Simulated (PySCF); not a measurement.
Species: C₆H₄FO₃ (charge -1).
SMILES with atom numbers: `[CH3:1][c:2]1[c:3]([F:4])[cH:5][o:6][c:7]1[C:8](=[O:9])[O-:10]` (hydrogens: H11, H12, H13 on C1; H14 on C5)

Geometry (GFN2-xTB, Å), atoms numbered from 1 in this order:
```
atom  x, y, z in Å
C1    -0.6072   -1.6336    0.4661
C2    -0.3985   -0.1959    0.1396
C3    -1.3607    0.8426    0.1646
F4    -2.6704    0.7266    0.5059
C5    -0.7446    1.9971   -0.2123
O6     0.5461    1.7362   -0.4708
C7     0.7657    0.4191   -0.2615
C8     2.1957   -0.1739   -0.5014
O9     2.3304   -1.3452   -0.1259
O10    3.0006    0.5903   -1.0332
H11   -1.0095   -1.7468    1.4737
H12   -1.3085   -2.0906   -0.2345
H13    0.3582   -2.1288    0.3957
H14   -1.0979    3.0025   -0.3283
```

Hirshfeld charges (e) from the PBE0/pcSseg-1 density (PySCF), one withheld:

```
atom       bonded to   charge
  C1  C2 H11 H12 H13  -0.1368
  C2        C1 C3 C7  -0.0583
  C3        C2 F4 C5  +0.0201
  F4              C3  -0.1187
  C5       C3 O6 H14  -0.0564
  O6           C5 C7  -0.0712
  C7        O6 C8 C2        ?
  C8       C7 O9 O10  +0.0966
  O9              C8  -0.3970
 O10              C8  -0.4271
 H11              C1  +0.0253
 H12              C1  +0.0253
 H13              C1  +0.0292
 H14              C5  +0.0413
```

(1) What is the charge on C7?

(2) Add each hydrogen's charge to the atom that carries it.

(3) Across which bond do the charges differ most?

(4) Take the bonds between elements whose Pauling electronegativities differ by more than 0.25. In how many does the more electronegative atom carry the lower charge?

(5) How much positive and how much negative charge does this set hold in all?

## Answers

(1) The charges add up to the total charge, -1. The others sum to -1.0277, which leaves +0.0277 e for C7 (substituted aromatic carbon); the computed value is +0.0282, the difference coming from rounding and the integration grid.

(2) C1 -0.0570, C5 -0.0151. Atoms without hydrogen keep their charges.

(3) C8–O10: +0.0966 on C8 against -0.4271 on O10, a difference of 0.5237 e. The lower charge is on the more electronegative element of the two (Pauling values: O 3.44, C 2.55).

(4) In 9 of 9.

(5) +0.2660 e on 7 atoms and -1.2655 e on 7.

The Hirshfeld scheme weights the molecular density at each point by an atom's share of the summed free-atom densities. Isolated species at its GFN2-xTB geometry, gas phase. The pcSseg-1 basis has no diffuse functions, a weakness for an anion.
